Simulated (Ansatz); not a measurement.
```yaml
crystal:
  periodic: [false, false, false]
  atoms:
    - {symbol: W, position_ang: [2.381521, 1.225885, -0.330163]}
    - {symbol: W, position_ang: [0.135745, -0.075680, -0.012026]}
    - {symbol: W, position_ang: [0.747214, 2.010927, 0.136159]}
    - {symbol: W, position_ang: [2.243717, -0.307098, 0.392406]}
basis:
  gaussian: {orbitals: def2-SVPD}
total_charge: 1
magnetization: {spin_polarized: true, initial_magnetization: 1}
hamiltonian: {xc: {name: CAM-B3LYP}, dispersion: d4}
scf: {omitted_lower_state_checks: [starts]}
output: {forces: true}
```

```sh
$ ansatz run in.yaml --threads 4 --pin off --events-out ev --progress --plain --max-ram 3916MiB
```

It prints (some lines left out):

```
Functional definition: CAM-B3LYP
1280 factors; integrals over basis functions are off by at most 5.0e-4 eV
322 factors; integrals over basis functions are off by at most 3.0e-5 eV
mean field evaluation 1: about -7235.6118 eV, gradient 8.8e1 eV
mean field evaluation 2: about -6971.0786 eV, gradient 2.5e2 eV
mean field evaluation 4: about -7257.4768 eV, gradient 4.7e1 eV
mean field evaluation 8: about -7266.0664 eV, gradient 2.4e0 eV
mean field evaluation 16: about -7266.3904 eV, gradient 1.3e-1 eV
mean field evaluation 32: about -7266.6348 eV, gradient 4.4e-3 eV
mean field -7266.63478359 eV, -267.0439027949 hartree, gradient 2.5e-5 eV, S^2 0.818344; 0 other end points of the search recorded, 0 dependent functions left out
reference -7266.63488189 eV, -267.0439064074 hartree; 28, 27 occupied and 112, 113 virtual orbitals, 1280 factors
Total energy: -7266.86154335 eV, -267.0522360623 hartree
Atom 0 at     2.381521     1.225885    -0.330163 Å, force    29.586063    38.862777   -32.406922 eV/Å
Atom 1 at     0.135745    -0.075680    -0.012026 Å, force    -7.812416    -3.778306    -2.307332 eV/Å
Atom 2 at     0.747214     2.010927     0.136159 Å, force   -22.639892    14.869899     8.563273 eV/Å
Atom 3 at     2.243717    -0.307098     0.392406 Å, force     0.866245   -49.954370    26.150981 eV/Å
Dipole moment:     0.050896    -0.030007    -0.031762 e Å
Checks for a lower state left out: starts
```

Run time 17 s (4 threads of Arm Neoverse V2 on a shared host), peak host memory 0.64 GiB.

In the def2 sets W takes a core potential; there is no spin–orbit coupling.

The dipole of an ion depends on the origin.
